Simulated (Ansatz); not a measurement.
`[BH2][GaH][Se]C`, charge 0, multiplicity 1.

Task: Give a relaxed structure at PBE0-D4/def2-TZVP (Ansatz 0.2.0). (Estimate.)

Result: Computed: 
```xyz
10

B    -2.593   -0.239   -1.262
Ga   -0.938    0.267   -0.124
Se    1.028   -0.924   -0.448
C     2.207   -0.040    0.846
H    -2.806    0.273   -2.322
H    -3.381   -1.061   -0.895
H    -0.793    1.381    0.975
H     3.046    0.394    0.305
H     1.662    0.738    1.376
H     2.567   -0.788    1.549
```
Point group Cs.
This is one stationary point; other conformers may exist.
